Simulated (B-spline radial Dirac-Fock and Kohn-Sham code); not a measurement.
## Free-atom binding energies and absorption edges of Nb

Calculated with a radial atomic solver, using Dirac-Fock ΔSCF + Breit + QED. Correlation and solid-state effects are left out.

Two models are given for 1s2 2s2 2p6 3s2 3p6 3d10 4s2 4p6 4d4 5s1. In the first the electron is removed to infinity. In the second it is placed in the 4d shell, so that the atom stays neutral; this mimics a hole screened by valence charge, or the onset of absorption below the ionisation limit. The tabulated edges (Elam, Ravel and Sieber, Radiat. Phys. Chem. 63, 121 (2002)) refer to the element in its standard state, with the Fermi level as zero for a metal.

| level | ionised (eV) | screened (eV) | tabulated (eV) |
| --- | --- | --- | --- |
| 1s | 18990.7 | 18984.3 | 18986.0 |
| 2s | 2708.8 | 2702.3 | 2698.0 |
| 2p1/2 | 2471.1 | 2464.6 | 2465.0 |
| 2p3/2 | 2376.8 | 2370.3 | 2371.0 |
| 3s | 476.7 | 470.2 | 466.6 |
| 3p1/2 | 386.6 | 380.1 | 376.1 |
| 3p3/2 | 370.9 | 364.4 | 360.6 |
| 3d3/2 | 212.2 | 205.7 | 205.0 |
| 3d5/2 | 209.5 | 203.0 | 202.3 |
| 4p1/2 | 41.44 | 35.45 | 32.60 |
| 4p3/2 | 39.38 | 33.42 | 30.80 |

Question: Which of the two models lies closer to the table on average?

Answer: The screened model lies closer: the mean absolute deviations are 8.2 eV (ionised) and 2.3 eV (screened). Screening lowers the levels by 6.4 eV on average.
